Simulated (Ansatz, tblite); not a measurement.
Removing and adding an electron: Cd₉H₂₄Se₉, a nanocrystal cut from wurtzite CdSe (hydrogen-capped). Total charge 0; singlet. Geometry: r2SCAN-D4/def2-SVP. Ansatz, gas phase; energy differences of separate SCF runs; the oxidised species was run as a doublet alone; the reduced species was run as a doublet alone.

```xyz
42

Cd    1.171   -0.739   -5.936
Se    0.218   -3.114   -3.691
Se    0.761    0.487   -3.026
Cd   -1.840    0.999   -2.391
Cd   -0.506   -3.640   -0.854
Se   -2.132   -1.454   -0.727
Se   -1.675    2.667   -0.241
Cd   -4.375    4.225    0.404
Cd   -2.903   -1.494    1.889
Se   -4.427    1.048    1.629
Cd    2.876    0.101   -1.350
Se    1.582   -2.162    0.092
Se    2.447    1.882    0.670
Cd    0.088    2.593    1.837
Cd    1.156   -2.269    2.784
Se   -0.612   -0.199    2.602
Cd    5.010    2.435    2.475
Se    3.442   -0.454    3.361
H    -0.418   -0.465   -6.423
H     2.804   -1.085   -5.709
H    -0.913   -3.881   -4.239
H     1.116   -4.276   -3.795
H     1.103    1.875   -3.379
H    -3.145    0.917   -3.469
H    -0.860   -5.280   -0.668
H    -3.339   -2.069   -1.300
H    -1.010    3.768   -0.959
H    -5.145    3.758   -1.019
H    -3.823    4.853    1.866
H    -3.837   -2.616    2.738
H    -5.679    0.388    1.223
H    -4.844    1.073    3.041
H     4.386   -0.516   -1.804
H     2.616   -3.206    0.013
H     2.566    3.087   -0.169
H    -0.067    3.462    3.283
H     1.204   -3.576    3.849
H    -0.902   -0.059    4.038
H     6.074    1.625    1.451
H     4.171    3.323    3.634
H     4.430   -1.544    3.448
H     3.231   -0.469    4.819
```

In the def2 sets Cd takes a core potential; there is no spin–orbit coupling. The xTB rows come from tblite. Single mean-field runs in def2-TZVP are fitted with def2-universal-jkfit. HOMO above LUMO, or a gap near zero within one spin, warns that the state may not be the lowest or that an electron is smeared out.

```tsv
level	−HOMO (eV)	vertical IE (eV)	−LUMO (eV)	vertical EA (eV)	HOMO–LUMO gap (eV)	IE − EA (eV)	remarks
GFN2-xTB	9.79	11.28	7.79	6.34	2.00	4.93	–
PBE0-D4/def2-TZVP	6.74	7.81	1.65	0.79	5.09	7.02	HOMO above zero (-1 doublet)
```

Question: Estimate the rows for GFN1-xTB, PBE-D4/def2-TZVP.

Answer: 
```json
{"level": "GFN1-xTB", "−HOMO (eV)": "9.86", "vertical IE (eV)": "11.41", "−LUMO (eV)": "6.65", "vertical EA (eV)": "5.44", "HOMO–LUMO gap (eV)": "3.21", "IE − EA (eV)": "5.97", "remarks": "–"}
{"level": "PBE-D4/def2-TZVP", "−HOMO (eV)": "5.71", "vertical IE (eV)": "–", "−LUMO (eV)": "2.43", "vertical EA (eV)": "1.17", "HOMO–LUMO gap (eV)": "3.28", "IE − EA (eV)": "–", "remarks": "HOMO above zero (-1 doublet), gap within one spin near zero (-1 doublet)"}
```

Run but left out: PBE-D4/def2-TZVP (charge +1 doublet: an occupied level 0.06 eV above an empty one).   A HOMO above zero means that the electron is unbound at that level or that self-interaction error raises the level; the energy of removing that electron tells which. Raw xTB energy differences between charge states are shifted by several eV; the methods need an empirical correction for them. Sets without diffuse functions give affinities that are too small.
